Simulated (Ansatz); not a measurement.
C2H7ClFN2Ta, SMILES `C[N](C)[Ta](=[NH])([F])[Cl]`. Total charge 0; spin multiplicity 1. Ta takes the def2 core potential.

Cartesian coordinates in Å:
```
C -0.751 0.912 1.229
N 0.061 0.113 0.324
C 1.360 -0.201 0.876
Ta -0.771 -0.353 -1.384
N 0.436 -1.354 -2.186
F -2.370 -1.308 -1.045
Cl -1.181 1.602 -2.579
H -1.734 1.132 0.796
H -0.268 1.873 1.443
H -0.919 0.385 2.175
H 1.928 -0.804 0.171
H 1.922 0.717 1.089
H 1.258 -0.756 1.817
H 1.030 -1.959 -2.727
```

Problem. List the harmonic frequencies (cm⁻¹, unscaled) at PBE0-D4/def2-TZVP in Ansatz. (An estimate is asked.)

Solution. The calculation gave: 75, 88, 120, 138, 183, 201, 222, 231, 249, 316, 326, 386, 515, 567, 614, 649, 989, 1004, 1078, 1099, 1155, 1200, 1303, 1434, 1458, 1462, 1483, 1488, 1510, 3004, 3009, 3058, 3075, 3079, 3163, 3681.

Problem. Is this a minimum?

Solution. Yes, all 36 modes are real.

Problem. Give the ideal-gas thermochemistry at 298.15 K and 1 bar (rigid rotor, harmonic oscillator; point group C1, symmetry number 1).

Solution. Zero-point energy 260.8 kJ/mol; H(298) − E = 290.7 kJ/mol; entropy 427.8 J/(mol·K), of which translation 179.8, rotation 123.6, vibration 124.4; G(298) − E = 163.1 kJ/mol. Modes under 100 cm⁻¹ are hindered rotations or soft bends, so the harmonic entropy is rough.

Problem. Rotational constants (cm⁻¹)?

Solution. 0.05551, 0.03757, 0.03285.
